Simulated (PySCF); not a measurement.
Hg: excitation energy

Hg [Xe] 4f14 5d10 6s2 (1S) → Hg [Xe] 4f14 5d10 6s1 6d1 (3D), as a difference of total energies. Computed with PySCF 2.14 in aug-cc-pwCVDZ-PP with ECP60MDF (6s6p5d3f, 70 functions), with a scalar-relativistic core potential. Correlated levels: valence: 5s2 5p6 frozen. The calculations carry no spin-orbit coupling.

| method | excitation energy (cm⁻¹) |
| --- | --- |
| UHF | 68332 |
| MP2 (valence) | 82066 |
| SCS-MP2 (valence) | 81943 |
| CCSD (valence) | 79874 |
| CCSD(T) (valence) | 80633 |

The promoted electron is Rydberg-like, and one or two diffuse shells describe it only roughly, which tends to raise the upper state.
